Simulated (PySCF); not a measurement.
Scan of H₆BN, singlet: internal rotation, threefold axis kept, other coordinates relaxed. Scanned: torsion (0 = eclipsed). Other coordinates (B-N length, H-B-N angle, H-N-B angle, B-H length, N-H length) were minimised at B3LYP/def2-TZVP.

The free coordinates were minimised at B3LYP/def2-TZVP in PySCF; the energy column is PySCF with CCSD(T) on RHF/cc-pVTZ, 2 core orbitals frozen, in kcal/mol.

```csv
at / °,B-N length / Å,H-B-N angle / °,H-N-B angle / °,B-H length / Å,N-H length / Å,E
0,1.688,105.2,111.1,1.206,1.015,2.09
10,1.687,105.1,111.0,1.207,1.015,1.95
20,1.681,105.1,111.0,1.207,1.015,1.58
30,1.674,105.1,111.0,1.207,1.015,1.07
40,1.667,105.0,111.0,1.207,1.016,0.54
50,1.661,105.0,111.0,1.208,1.016,0.15
60,1.661,104.9,111.0,1.208,1.016,0.00
```
